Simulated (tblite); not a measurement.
C6H9F3S.
SMILES with atom numbers: `[CH3:1][S:2]/[C:3](=[CH:4]/[F:5])[C@H:6]([CH3:7])[CH:8]([F:9])[F:10]` (hydrogens: H11, H12, H13 on C1; H14 on C4; H15 on C6; H16, H17, H18 on C7; H19 on C8)

Computed with GFN2-xTB (tblite), gas phase: L-BFGS steps from a force-field or distance-geometry start until the largest atomic force falls under 0.01 eV/Å.

Step 100: E = -948.5432 eV
```
atom  x, y, z in Å  |  force x, y, z in eV/Å
C1      2.6019   -0.8644    0.1835    0.001  -0.015   0.008
S2      2.1124    0.7759   -0.4415    0.032   0.015   0.003
C3      0.4140    0.8396    0.0603    0.019   0.017   0.007
C4      0.0518    1.8946    0.7793   -0.006   0.014  -0.017
F5     -1.2240    2.1206    1.1422    0.001   0.003   0.018
C6     -0.5240   -0.2287   -0.4346    0.007   0.008   0.002
C7     -1.5575    0.3491   -1.4050    0.010  -0.010  -0.007
C8     -1.2250   -0.9027    0.7463   -0.017  -0.004  -0.016
F9     -0.3183   -1.3858    1.6354   -0.002   0.015  -0.021
F10    -1.9303   -1.9762    0.3183   -0.018  -0.021   0.008
H11     2.3625   -0.9324    1.2401   -0.019   0.003  -0.025
H12     2.1079   -1.6525   -0.3774    0.025   0.010   0.019
H13     3.6757   -0.9247    0.0380   -0.019  -0.006  -0.007
H14     0.7208    2.6715    1.1131    0.004  -0.008   0.005
H15     0.0517   -1.0009   -0.9543   -0.008  -0.001   0.012
H16    -2.1758    1.0968   -0.9143    0.012  -0.022  -0.006
H17    -2.1965   -0.4459   -1.7812   -0.012   0.003   0.013
H18    -1.0451    0.8136   -2.2436   -0.012   0.006  -0.005
H19    -1.9120   -0.2383    1.2883    0.001  -0.009   0.007
```

Step 101: E = -948.5435 eV
```
atom  x, y, z in Å  |  force x, y, z in eV/Å
C1      2.5999   -0.8688    0.1730    0.004  -0.036   0.012
S2      2.1133    0.7802   -0.4318    0.032   0.005  -0.002
C3      0.4139    0.8414    0.0648    0.020   0.019   0.008
C4      0.0481    1.8984    0.7790   -0.011   0.012  -0.015
F5     -1.2299    2.1231    1.1351    0.001   0.010   0.024
C6     -0.5228   -0.2290   -0.4291    0.015   0.008   0.009
C7     -1.5528    0.3467   -1.4045    0.014  -0.014   0.003
C8     -1.2257   -0.8993    0.7533   -0.019  -0.003  -0.021
F9     -0.3196   -1.3811    1.6441   -0.009   0.025  -0.024
F10    -1.9320   -1.9734    0.3288   -0.015  -0.024  -0.001
H11     2.3351   -0.9574    1.2231   -0.008  -0.006  -0.066
H12     2.1288   -1.6518   -0.4168    0.034   0.047   0.050
H13     3.6781   -0.9165    0.0524   -0.037  -0.007   0.002
H14     0.7145    2.6775    1.1137    0.000  -0.013   0.002
H15     0.0543   -1.0031   -0.9443   -0.008  -0.001   0.013
H16    -2.1714    1.0962   -0.9173    0.008  -0.020  -0.009
H17    -2.1910   -0.4488   -1.7804   -0.017  -0.001   0.011
H18    -1.0372    0.8083   -2.2428   -0.012   0.006  -0.004
H19    -1.9134   -0.2334    1.2926    0.010  -0.005   0.010
```

Task: Estimate the geometry and energy of step 102. (The exact step hangs on the optimiser's Hessian estimate; all steps are aligned on step 101, rigid shifts and turns removed.)

Result: E = -948.5438 eV, largest force 0.048 eV/Å
```
atom  x, y, z in Å  |  force x, y, z in eV/Å
C1      2.5967   -0.8692    0.1696    0.004   0.013  -0.002
S2      2.1147    0.7829   -0.4294    0.026   0.007  -0.019
C3      0.4146    0.8423    0.0647    0.015   0.010   0.003
C4      0.0479    1.8990    0.7788   -0.014   0.007  -0.006
F5     -1.2309    2.1190    1.1350   -0.002   0.025   0.028
C6     -0.5224   -0.2290   -0.4287    0.026   0.003   0.022
C7     -1.5508    0.3461   -1.4060    0.012  -0.018   0.020
C8     -1.2248   -0.8983    0.7557   -0.016  -0.003  -0.023
F9     -0.3157   -1.3798    1.6442   -0.022   0.034  -0.026
F10    -1.9332   -1.9731    0.3360   -0.004  -0.019  -0.017
H11     2.3174   -0.9625    1.2132   -0.027  -0.027   0.001
H12     2.1403   -1.6486   -0.4319   -0.022  -0.005   0.011
H13     3.6743   -0.9152    0.0648    0.046   0.005  -0.001
H14     0.7130    2.6787    1.1155   -0.010  -0.019  -0.005
H15     0.0554   -1.0044   -0.9408   -0.008  -0.002   0.006
H16    -2.1642    1.0999   -0.9194   -0.004  -0.014  -0.015
H17    -2.1937   -0.4480   -1.7765   -0.017  -0.003   0.009
H18    -1.0359    0.8023   -2.2476   -0.007   0.004   0.000
H19    -1.9126   -0.2330    1.2958    0.023   0.001   0.013
```

The energy changes by -0.0003 eV. The first-order estimate −F·Δx gives -0.0009 eV and the mean of the old and new forces, exact on a quadratic surface, -0.0003 eV. The step makes an angle of 81° with the force vector and moves no atom by more than 0.021 Å.

The cost below is that of the whole relaxation. On one thread, Arm Neoverse V1 (aarch64), on a shared host, this took 0.98 s.
